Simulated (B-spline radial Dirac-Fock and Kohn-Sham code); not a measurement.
# Auger decay of the 2p1/2 hole in Cu⁶⁺

System: copper as Cu⁶⁺, configuration [Ar] 3d5.

Calculated with a B-spline atomic structure program, using a relativistic independent-particle model: LDA orbitals of the hole state, radiative multipoles to third order, Auger rates from the Coulomb interaction with a continuum orbital, Dirac-Fock energies. Kinetic energies are configuration averages from the vacuum level; the two-hole energies are estimated from single-hole states.

| transition | kinetic energy (eV) | width (meV) | share (%) |
| --- | --- | --- | --- |
| L2-M1M1 | 551.5 | 2.67 | 0.5 |
| L2-M1M2 | 605.0 | 51.7 | 9.8 |
| L2-M1M3 | 608.1 | 4.18 | 0.8 |
| L2-M2M2 | 650.5 | 46.2 | 8.7 |
| L2-M2M3 | 655.4 | 161 | 30.5 |
| L2-M3M3 | 657.8 | 4.44 | 0.8 |
| L2-M1M4 | 679.8 | 1.67 | 0.3 |
| L2-M1M5 | 680.3 | 3.35 | 0.6 |
| L2-M2M5 | 729.7 | 69.7 | 13.2 |
| L2-M2M4 | 730.5 | 36.3 | 6.9 |
| L2-M3M4 | 732.4 | 43.9 | 8.3 |
| L2-M3M5 | 733.5 | 6.19 | 1.2 |
| L2-M4M4 | 805.6 | 16.8 | 3.2 |
| L2-M4M5 | 806.0 | 76.2 | 14.4 |
| L2-M5M5 | 806.5 | 3.55 | 0.7 |

The listed channels hold 100 % of the non-radiative rate. Summed by principal shells, of 0.528 eV in all: LMM 100.0 %.
